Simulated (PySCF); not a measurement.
**Computed vibrations of [Ce(OH)2]+**

[Ce(OH)2]+ (singlet in the valence; each metal's 4f electrons, 1 of them, lie in its core potential, out of spins and levels). PySCF 2.14.0, RKS PBE0, Ce lcecp-1-SVP with ECP47, O def2-SVP, H def2-SVP; non-relativistic Hamiltonian with scalar-relativistic core potentials where named; density fitting; no spin-orbit coupling. Central differences of gradients.

```xyz
5

Ce    0.0000    0.0000   -0.2406
O     1.6709   -0.0343    0.9471
H     2.3074   -0.0474    1.6707
O    -1.6709    0.0343    0.9471
H    -2.3074    0.0474    1.6707
```

Run from Python with OMP_NUM_THREADS=2. Where DIIS fails, smearing, a level shift and second-order steps follow.
It took 23 s on 2 threads of Arm Neoverse V1, on a shared host.

What are the harmonic wavenumbers and infrared intensities?

Modes are labelled in C2v; negative numbers are unstable modes, those under 60 cm⁻¹ near the noise; a finer grid moves soft modes by up to 10 cm⁻¹.
```
cm⁻¹  km/mol  symmetry
 135     1.2        a1
 423   223.3        b2
 506   184.8        a1
 533     0.0        a2
 554   460.9        b1
 654   200.4        b2
 684    95.1        a1
3919   399.7        b2
3924   314.8        a1
```

Is this a minimum?

Yes. Ideal gas at 298.15 K and 1 bar: S = 303.0 J/(mol K), Cp = 69.5 J/(mol K), H − H(0 K) = 14.7 kJ/mol (rigid rotor, harmonic modes, spin degeneracy alone, that of the 4f electrons in the core included).

An lcecp potential fixes the number of 4f electrons, so in runs with it no electron can move into or out of that shell.
